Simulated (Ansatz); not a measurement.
Ansatz (a quantum-chemistry and plane-wave program) input:
A basis named .json is the Basis Set Exchange file of that set.

Ansatz 0.2 input:
```yaml
crystal:
  periodic: [false, false, false]
  atoms:
    - {symbol: Zr, position_ang: [-0.11279626, -0.20715239, -0.17930792]}
    - {symbol: O, position_ang: [1.39872802, 0.73811048, -0.50865874]}
    - {symbol: O, position_ang: [-0.83474674, 0.29765149, 1.40519833]}
basis:
  gaussian:
    orbitals: def2-QZVPP.json
hamiltonian:
  xc: pbe
total_charge: -1
magnetization: {spin_polarized: true, initial_magnetization: 1}
correlation: {method: rpa, electrons: outside_noble_gas}
```

Task: What final total energy does it print?

Result: -197.34377 Eh (RPA@PBE/def2-QZVPP). The basis has 195 functions.

The spin state was set by rule; other spins were not relaxed.
